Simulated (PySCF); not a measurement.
C3H8O2Si, SMILES COC[SiH2]C=O.

The structure is a stationary point at B3LYP-D3(BJ)/def2-SVP. This is a generated structure with no PubChem entry under its InChIKey; it may be hypothetical. The values are those of a single conformer.

Computed with PBE/def2-TZVP run with PySCF.

```yaml
total_energy: -558.66879 hartree
highest_occupied_level: -5.41 eV
lowest_empty_level: -2.69 eV
orbital_gap: 2.73 eV
dipole_moment: 3.52 D
quadrupole, principal values (traceless, Buckingham form, about the centre of nuclear charge): -7.57, 2.87, 4.70 D·Å
mean_static_polarisability: 75.1 bohr³ (11.13 Å³)
polarisability_principal_values: 59.8, 75.4, 90.0 bohr³
```
